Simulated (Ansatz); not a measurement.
Geometry optimisation, RKS B3LYP-D4/def2-SVP (Ansatz 0.2.0).

Input:

```yaml
crystal:
  periodic: [false, false, false]
  atoms:
    - { symbol: C, position_ang: [-0.4892, 0.8485, -0.34] }
    - { symbol: Si, position_ang: [-0.028, -0.6594, 0.4404] }
    - { symbol: S, position_ang: [2.0298, -0.7597, 0.8244] }
    - { symbol: S, position_ang: [1.3729, -1.8138, -0.7492] }
    - { symbol: H, position_ang: [-1.4302, 0.7453, -0.9849] }
    - { symbol: H, position_ang: [-0.7785, 1.6788, 0.3876] }
    - { symbol: H, position_ang: [0.2628, 1.3128, -1.001] }
    - { symbol: H, position_ang: [-0.8474, -1.4095, 1.367] }
basis:
  gaussian: { orbitals: def2-SVP }
hamiltonian:
  xc: b3lyp
  dispersion: d4
relax:
  f_tol: 0.015
  max_steps: 40
output:
  orbitals: {}
```

Command:

```bash
$ ansatz run input.yaml --threads 1 --pin off --max-ram 2048MiB --backend cpu --events-out ev --progress --plain --runs-dir out
```

Question: Where does it end, and by what steps?

Answer: It converged. After 5 steps the energy has fallen by 0.667 eV; S3 moved furthest, 0.17 Å.

| step | energy less start (eV) | largest force component (eV/Å) | accepted |
| --- | --- | --- | --- |
| 0 | 0.0000 | 3.299 | yes |
| 1 | -0.5961 | 1.519 | yes |
| 2 | -0.6439 | 0.774 | yes |
| 3 | -0.6657 | 0.087 | yes |
| 4 | -0.6668 | 0.030 | yes |
| 5 | -0.6669 | 0.003 | yes |

```xyz
8
Properties=species:S:1:pos:R:3
C -0.549 0.917 -0.363
Si 0.092 -0.661 0.393
S 2.142 -0.775 0.948
S 1.335 -1.930 -0.776
H -1.459 0.720 -0.955
H -0.807 1.646 0.423
H 0.217 1.355 -1.020
H -0.879 -1.329 1.294
```

Whether the end is a true minimum wasn't checked by a vibrational analysis.

The run took 13 s on 1 thread of AMD EPYC 9R45 96-Core Processor (Zen 5), with other jobs on the host, peak memory 0.2 GiB.
